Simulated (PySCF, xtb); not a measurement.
C6H4N2OSe, SMILES c1c[se]c(-c2nnco2)c1. The values are those of a single conformer.

Harmonic wavenumbers (cm⁻¹) from GFN2-xTB (xtb) at its own minimum, in rising order: 62, 87, 107, 273, 306, 337, 426, 514, 526, 632, 649, 711, 729, 764, 805, 822, 860, 880, 954, 999, 1060, 1064, 1085, 1123, 1168, 1185, 1251, 1333, 1423, 1493, 1496, 1572, 3112, 3124, 3135, 3201.

Task: What does PBE-D3(BJ)/def2-SVP (PySCF 2.14.0) give at its own minimum? (The exact figures need the calculation; the answer reports its results.)

Result: 58, 108, 115, 282, 312, 350, 453, 537, 557, 639, 650, 675, 721, 780, 789, 832, 896, 905, 951, 988, 1033, 1045, 1061, 1092, 1179, 1206, 1279, 1354, 1460, 1494, 1506, 1588, 3138, 3155, 3184, 3220. Paired by order, the mean absolute difference is 19 cm⁻¹ and the zero-point energies are 56.1 and 56.6 kcal/mol.
